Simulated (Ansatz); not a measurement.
Harmonic frequencies (cm⁻¹) at PBE0-D4/def2-TZVP from Ansatz: 59, 76, 137, 200, 254, 509, 585, 747, 771, 843, 1135, 1178, 1206, 1478, 1492, 1498, 2145, 2707, 3021, 3087, 3128.

Each molecule was computed in one conformer, which needn't be the lowest.

(1) Which molecule is it?
A. `CO[SiH2]`•
B. `O[SiH2]O[SiH2]`•
C. `CO[SiH]S`•
D. `[CH2][AlH][CH3]`•

Answers

(1) C.
